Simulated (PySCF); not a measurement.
Cartesian coordinates (Å):
SMILES: CC/C=C\B
```xyz
14

B      2.2831     0.4914    -0.0289
C      1.4396    -0.7528     0.2880
C      0.1318    -0.9005     0.0120
C     -0.7897     0.0804    -0.6349
C     -1.9213     0.4780     0.3170
H      3.4396     0.5133     0.2537
H      1.8135     1.4521    -0.5512
H      1.9135    -1.5988     0.7789
H     -0.3569    -1.8321     0.3011
H     -0.2471     0.9621    -0.9680
H     -1.2239    -0.3929    -1.5211
H     -2.6258     1.1463    -0.1773
H     -1.5220     0.9881     1.1939
H     -2.4718    -0.3994     0.6604
```
Charge 0, multiplicity 1.

Task: What LUMO, S1 oscillator strength and HOMO does M06-2X/def2-TZVP in PySCF give?

Result: 
The LUMO comes out as -1.01 eV, the S1 oscillator strength comes out as 0.001 and the HOMO is -9.03 eV.
